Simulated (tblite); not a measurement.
Species: C₅H₁₀N₂OSi.
SMILES with atom numbers: `[CH3:1][C@@:2]([CH:3]=[O:4])([CH2:5][C:6]#[N:7])[SiH2:8][NH2:9]` (hydrogens: H10, H11, H12 on C1; H13 on C3; H14, H15 on C5; H16, H17 on Si8; H18, H19 on N9)

Structure used (GFN2-xTB), in Å, numbered top down from 1:
```
atom  x, y, z in Å
C1    -0.8111   -0.1343    1.3688
C2    -0.3590   -0.2863   -0.0795
C3     0.0298   -1.6742   -0.3905
O4     0.5637   -2.4424    0.3736
C5    -1.4314    0.2195   -1.0507
C6    -1.7043    1.6194   -0.8626
N7    -1.9243    2.7305   -0.7072
Si8    1.3115    0.6829   -0.3386
N9     2.3724   -0.0437    0.7841
H10   -1.7554   -0.6570    1.5288
H11   -0.0700   -0.5633    2.0370
H12   -0.9506    0.9137    1.6239
H13   -0.1357   -1.9699   -1.4486
H14   -2.3694   -0.3279   -0.8968
H15   -1.1141    0.0707   -2.0876
H16    1.0924    2.0701    0.0476
H17    1.6410    0.5752   -1.7698
H18    3.3284    0.2541    0.8700
H19    2.2763   -1.0278    0.9906
```

All values are computed: GFN2-xTB (tblite) harmonic vibrations without scaling, gas phase. Against measured fundamentals such values can be off by several per cent, at times by over 20. Modes of hydrogen on silicon can be 10 to 20 % off. One conformer, not necessarily the lowest.

Harmonic wavenumbers (cm⁻¹): 57.7, 80.0, 108.5, 119.7, 177.1, 189.9, 207.7, 239.8, 270.0, 277.7, 318.2, 336.1, 382.8, 470.9, 478.8, 525.5, 577.4, 579.6, 652.4, 703.3, 794.0, 830.4, 861.5, 896.7, 942.0, 957.5, 981.8, 1018.1, 1084.9, 1138.8, 1183.2, 1227.7, 1293.9, 1401.9, 1415.6, 1431.4, 1490.7, 1492.9, 1498.7, 1730.0, 2187.7, 2334.9, 2411.7, 2715.5, 2921.5, 2949.7, 2993.8, 3035.8, 3057.9, 3434.4, 3520.9.

A = 2040, B = 1056, C = 847.2 MHz; mass 142.056 u (most abundant isotopes); point group C1, symmetry number 1.

Problem. What is the zero-point energy?

Solution. Half the sum of the wavenumbers: 30994 cm⁻¹ = 88.62 kcal/mol.

Problem. Entropy at 298.15 K, 1 bar (ideal gas, RRHO, classical rotation)?

Solution. Translation 40.79, rotation 29.56, vibration 35.13: S = 105.5 cal/(mol K).

Problem. And Cp and H(298.15 K) − H(0)?

Solution. Cp = 44.61 cal/(mol K), of which vibrations give 36.66 (their classical limit is 51 R = 101.3); H(298.15 K) − H(0) = 8.07 kcal/mol without the zero-point energy, 5.70 from vibrations.

Problem. How do the functions run with temperature in this model?

Solution. 
| T (K) | S (cal/(mol K)) | Cp (cal/(mol K)) | H − H(0) (kcal/mol) | G − H(0) (kcal/mol) | ln q(vib) |
| --- | --- | --- | --- | --- | --- |
| 150 | 80.9 | 28.3 | 2.63 | -9.50 | 3.23 |
| 250 | 98.1 | 39.7 | 6.04 | -18.48 | 6.50 |
| 400 | 119.9 | 53.9 | 13.10 | -34.87 | 11.29 |
| 600 | 144.6 | 67.7 | 25.36 | -61.40 | 17.30 |
| 900 | 174.8 | 81.1 | 47.85 | -109.47 | 25.39 |

q(vib) and H(0) count from the zero-point level.

Problem. Which modes carry the vibrational entropy at 298.15 K?

Solution. 57.7 cm⁻¹: 4.53; 80.0 cm⁻¹: 3.89; 108.5 cm⁻¹: 3.30; 119.7 cm⁻¹: 3.11; 177.1 cm⁻¹: 2.36; 189.9 cm⁻¹: 2.23 cal/(mol K); the other 45 give 15.72 together.

Hindered rotation and anharmonicity are outside this model. Other conformers, if any are populated, would add a mixing term that is left out. The structure is chiral; the term R ln 2 for an equal mix with its mirror image is left out.
